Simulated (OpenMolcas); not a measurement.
# neutral sulfur: from CASSCF to CASPT2

| Quantity | Value |
| --- | --- |
| Program | OpenMolcas |
| Basis | ANO-RCC-VDZP [4s3p1d] |
| Scalar Hamiltonian | DKH2, point nucleus |
| Active space | 6 electrons in 4 orbitals (3s 3p) |
| State averaging | 2S+1 = 3 even, 3 roots; 2S+1 = 1 even, 6 roots; 2S+1 = 3 odd, 3 roots (0 in the spin-orbit step) |
| Spin-orbit coupling | state interaction with AMFI integrals over the reference wave functions, term energies averaged over their components |

Methods on the same reference wave functions:
A. CASSCF
B. SS-CASPT2, IPEA 0.25 Eh, imaginary shift 0.1 Eh (closed shells correlated: 2s 2p)
C. XMS-CASPT2, IPEA 0.25 Eh, imaginary shift 0.1 Eh (closed shells correlated: 2s 2p)

Energies in cm⁻¹ above 3s² 3p⁴ ³P₂, the measured ground level; measured values from NIST Handbook of Basic Atomic Spectroscopic Data.

```csv
Level,A,B,C,Measured
3s² 3p⁴ ³P₂,0.0,0.0,0.0,0.0
3s² 3p⁴ ³P₁,371,372,372,396
3s² 3p⁴ ³P₀,541,543,543,574
3s² 3p⁴ ¹D₂,11713,10560,10620,9239
3s² 3p⁴ ¹S₀,21432,22450,23270,22180
```

Deviations, from unrounded energies. A percentage is the sum of absolute deviations over the sum of measured energies, with the sign that they share, or ± where signs differ.

| Against measurement | Levels | A | B | C |
| --- | --- | --- | --- | --- |
| mean absolute deviation (cm-1) | 4 | 820 | 410 | 630 |
| fine structure of the ground term (%) | 2 | -5.9 | -5.7 | -5.7 |
| other terms of the ground configuration (%) | 2 | ±10.3 | +5.1 | +7.9 |

B lies closest to measurement on these levels and A furthest from it. The largest miss of B in the table is 3s² 3p⁴ ¹D₂, by +1300 cm-1. The ranking rests on the paired levels alone, and a cruder setting can come out closer through cancelling errors.

Between B and C the level of the table that moves most is 3s² 3p⁴ ¹S₀, by 820 cm-1 (lowest in B, highest in C). Moves below CASPT2's spread within the term are not significant.

The mean deviations of B to C differ by less than CASPT2's widest spread within a term (540 cm-1), so their order carries little weight.

From A to B the spin-free energies of the other terms of 3s² 3p⁴ shown, above ³P, scale by factors of 0.90 to 1.05.

The lowest spin-free term lies below A's lowest term by 0.098 hartree in B, 0.102 hartree in C.

Term energies are means over components that CASPT2 splits; among the terms shown or strongly mixed into the levels shown the widest spread is 540 cm-1 (3s² 3p⁴ ¹D, C). No level of 3s 3p⁵ was computed, though it lies in the active space. Without dynamic correlation excited terms often stand tens of per cent too high (terms of higher spin than the ground term too low), and those without a measured partner can miss by more than the paired ones (holds for A). Computed and measured levels are paired by configuration, term and J; levels that our copy of the source lacks, or whose pairing is in doubt (as where it misses far off the trend of its configuration), stay unpaired and out of the deviations. Only configurations of the active space appear.
